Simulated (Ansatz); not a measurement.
Ansatz (a program for electronic structure) input (B3LYP-D3(BJ)/def2-TZVP):

Ansatz 0.2 input:
```yaml
crystal:
  periodic: [false, false, false]
  atoms:
    - {symbol: N, position_ang: [-0.00000000, -0.00000000, -0.56338702]}
    - {symbol: O, position_ang: [0.00000000, 0.00000000, 0.49296364]}
basis:
  gaussian:
    orbitals: def2-TZVP
hamiltonian:
  xc: b3lyp
  dispersion: d3bj
total_charge: 1
phonons: {temperatures: {t_min: 298.15, t_max: 298.15, t_step: 100}}
```

Output:

```
Functional definition: B3LYP
integrals: 0.01 GiB planned
306 factors; their error is unknown
mean field: 0.10 GiB planned
mean field evaluation 1: about -3521.9797 eV, gradient 5.7e1 eV
mean field evaluation 2: about -3507.0201 eV, gradient 1.1e2 eV
mean field evaluation 4: about -3526.3688 eV, gradient 1.3e0 eV
mean field evaluation 8: about -3526.3853 eV, gradient 1.2e-2 eV
mean field -3526.38528412 eV, -129.5922689218 hartree, gradient 1.0e-5 eV, S^2 0.000000; 0 other end points of the search recorded, 0 dependent functions left out
the calculation of the forces begins
reference -3526.38539092 eV, -129.5922728464 hartree; 7, 7 occupied and 55, 55 virtual orbitals, 306 factors
these checks for a lower state are left out or cut short: stability, starts, cluster_reference, orbital_swaps, neighbouring_geometries, increment
integrals: 0.01 GiB planned
306 factors; their error is unknown
mean field: 0.10 GiB planned
mean field evaluation 16: about -3526.3711 eV, gradient 2.3e-4 eV
mean field -3526.38528412 eV, -129.5922689216 hartree, gradient 1.4e-6 eV, S^2 0.000000; 0 other end points of the search recorded, 0 dependent functions left out
the calculation of the forces begins
reference -3526.38539091 eV, -129.5922728462 hartree; 7, 7 occupied and 55, 55 virtual orbitals, 306 factors
these checks for a lower state are left out or cut short: stability, starts, cluster_reference, orbital_swaps, neighbouring_geometries, increment
integrals: 0.01 GiB planned
306 factors; their error is unknown
mean field: 0.10 GiB planned
mean field -3526.38528412 eV, -129.5922689216 hartree, gradient 1.4e-6 eV, S^2 0.000000; 0 other end points of the search recorded, 0 dependent functions left out
the calculation of the forces begins
reference -3526.38539091 eV, -129.5922728462 hartree; 7, 7 occupied and 55, 55 virtual orbitals, 306 factors
these checks for a lower state are left out or cut short: stability, starts, cluster_reference, orbital_swaps, neighbouring_geometries, increment
integrals: 0.01 GiB planned
306 factors; their error is unknown
mean field: 0.10 GiB planned
mean field evaluation 32: about -3526.3711 eV, gradient 2.3e-4 eV
mean field -3526.38528412 eV, -129.5922689216 hartree, gradient 1.4e-6 eV, S^2 0.000000; 0 other end points of the search recorded, 0 dependent functions left out
the calculation of the forces begins
reference -3526.38539091 eV, -129.5922728462 hartree; 7, 7 occupied and 55, 55 virtual orbitals, 306 factors
these checks for a lower state are left out or cut short: stability, starts, cluster_reference, orbital_swaps, neighbouring_geometries, increment
integrals: 0.01 GiB planned
306 factors; their error is unknown
mean field: 0.10 GiB planned
mean field -3526.38528412 eV, -129.5922689216 hartree, gradient 1.4e-6 eV, S^2 0.000000; 0 other end points of the search recorded, 0 dependent functions left out
the calculation of the forces begins
reference -3526.38539091 eV, -129.5922728462 hartree; 7, 7 occupied and 55, 55 virtual orbitals, 306 factors
these checks for a lower state are left out or cut short: stability, starts, cluster_reference, orbital_swaps, neighbouring_geometries, increment
integrals: 0.01 GiB planned
306 factors; their error is unknown
mean field: 0.10 GiB planned
mean field -3526.38475472 eV, -129.5922494664 hartree, gradient 1.4e-6 eV, S^2 0.000000; 0 other end points of the search recorded, 0 dependent functions left out
the calculation of the forces begins
reference -3526.38486155 eV, -129.5922533924 hartree; 7, 7 occupied and 55, 55 virtual orbitals, 306 factors
these checks for a lower state are left out or cut short: stability, starts, cluster_reference, orbital_swaps, neighbouring_geometries, increment
integrals: 0.01 GiB planned
306 factors; their error is unknown
mean field: 0.10 GiB planned
mean field -3526.38475390 eV, -129.5922494363 hartree, gradient 1.4e-6 eV, S^2 0.000000; 0 other end points of the search recorded, 0 dependent functions left out
the calculation of the forces begins
reference -3526.38486065 eV, -129.5922533595 hartree; 7, 7 occupied and 55, 55 virtual orbitals, 306 factors
these checks for a lower state are left out or cut short: stability, starts, cluster_reference, orbital_swaps, neighbouring_geometries, increment
integrals: 0.01 GiB planned
306 factors; their error is unknown
mean field: 0.10 GiB planned
mean field evaluation 64: about -3526.3711 eV, gradient 2.3e-4 eV
mean field -3526.38528412 eV, -129.5922689216 hartree, gradient 1.4e-6 eV, S^2 0.000000; 0 other end points of the search recorded, 0 dependent functions left out
the calculation of the forces begins
reference -3526.38539091 eV, -129.5922728462 hartree; 7, 7 occupied and 55, 55 virtual orbitals, 306 factors
these checks for a lower state are left out or cut short: stability, starts, cluster_reference, orbital_swaps, neighbouring_geometries, increment
integrals: 0.01 GiB planned
306 factors; their error is unknown
mean field: 0.10 GiB planned
mean field -3526.38528412 eV, -129.5922689216 hartree, gradient 1.4e-6 eV, S^2 0.000000; 0 other end points of the search recorded, 0 dependent functions left out
the calculation of the forces begins
reference -3526.38539091 eV, -129.5922728462 hartree; 7, 7 occupied and 55, 55 virtual orbitals, 306 factors
these checks for a lower state are left out or cut short: stability, starts, cluster_reference, orbital_swaps, neighbouring_geometries, increment
integrals: 0.01 GiB planned
306 factors; their error is unknown
mean field: 0.10 GiB planned
mean field -3526.38528412 eV, -129.5922689216 hartree, gradient 1.4e-6 eV, S^2 0.000000; 0 other end points of the search recorded, 0 dependent functions left out
the calculation of the forces begins
reference -3526.38539091 eV, -129.5922728462 hartree; 7, 7 occupied and 55, 55 virtual orbitals, 306 factors
these checks for a lower state are left out or cut short: stability, starts, cluster_reference, orbital_swaps, neighbouring_geometries, increment
integrals: 0.01 GiB planned
306 factors; their error is unknown
mean field: 0.10 GiB planned
mean field -3526.38528412 eV, -129.5922689216 hartree, gradient 1.4e-6 eV, S^2 0.000000; 0 other end points of the search recorded, 0 dependent functions left out
the calculation of the forces begins
reference -3526.38539091 eV, -129.5922728462 hartree; 7, 7 occupied and 55, 55 virtual orbitals, 306 factors
these checks for a lower state are left out or cut short: stability, starts, cluster_reference, orbital_swaps, neighbouring_geometries, increment
integrals: 0.01 GiB planned
306 factors; their error is unknown
mean field: 0.10 GiB planned
mean field evaluation 96: about -3526.3706 eV, gradient 2.4e-4 eV
mean field -3526.38475390 eV, -129.5922494363 hartree, gradient 1.4e-6 eV, S^2 0.000000; 0 other end points of the search recorded, 0 dependent functions left out
the calculation of the forces begins
reference -3526.38486065 eV, -129.5922533595 hartree; 7, 7 occupied and 55, 55 virtual orbitals, 306 factors
these checks for a lower state are left out or cut short: stability, starts, cluster_reference, orbital_swaps, neighbouring_geometries, increment
integrals: 0.01 GiB planned
306 factors; their error is unknown
mean field: 0.10 GiB planned
mean field -3526.38475472 eV, -129.5922494664 hartree, gradient 1.4e-6 eV, S^2 0.000000; 0 other end points of the search recorded, 0 dependent functions left out
the calculation of the forces begins
reference -3526.38486155 eV, -129.5922533924 hartree; 7, 7 occupied and 55, 55 virtual orbitals, 306 factors
Total energy: -3526.40118024 eV, -129.5928530931 hartree
Atom 0 at    -0.000000    -0.000000    -0.563387 Å, force     0.000000    -0.000000     0.001585 eV/Å
Atom 1 at     0.000000     0.000000     0.492964 Å, force    -0.000000     0.000000    -0.001585 eV/Å
Dipole moment:     0.000000     0.000000    -0.080352 e Å
Vibrations: 2484.62 cm⁻¹, zero-point energy 0.154027 eV
```
